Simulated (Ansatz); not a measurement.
Consider the cleavage of the Si–Ge bond: `F[Si](F)(F)[GeH3]` + H–F → `F[Si](F)(F)F` + GeH₄.

Calculated with Ansatz (gas phase, PBE0-D4/def2-TZVP geometries, no zero-point term in ΔE). CBS: MP2 limit from def2 TZ/QZ plus the TZ coupled-cluster correction, frozen cores. This one scheme is used for every species. DFT in def2-TZVPP. For Ge outer-core shells are correlated without core-valence functions, which leaves a few kJ/mol of doubt a bond. Scalar relativity is left out up to krypton.

CCSD(T)/CBS gives -33.1 kcal/mol.

(1) Another level gave -31.0 kcal/mol. Which?
A. BHLYP/def2-TZVPP
B. r2SCAN-D4/def2-TZVPP
C. PBE0/def2-TZVPP
D. SCS-MP2/def2-TZVPP

(2) What do rigid-rotor, harmonic-oscillator terms from PBE0-D4/def2-TZVP frequencies (298.15 K, 1 bar) make of the CCSD(T)/CBS value? (Estimate.)

Largest T1 diagnostic among the species: 0.012.

## Answers

(1) C. PBE0 -31.0, SCS-MP2/def2-TZVPP -36.0, r2SCAN-D4 -34.1, BHLYP -37.1 kcal/mol.

(2) The calculation gave: ΔZPE = -0.1 kcal/mol, ΔH = -34.2 kcal/mol, ΔS = -27 J/(mol·K), ΔG = -32.3 kcal/mol.

The D4 term adds +1.7 kcal/mol with B3LYP and +1.0 kcal/mol with PBE0; it sums over pairs of atoms, weighted by their polarisabilities, and B3LYP, whose exchange is more repulsive, gets the larger term. At CCSD(T), def2-SVP lies −0.7 kcal/mol from the extrapolated value and def2-TZVPP −1.3 kcal/mol.

B3LYP here is the variant with VWN-RPA as its local correlation; programs differ in this.
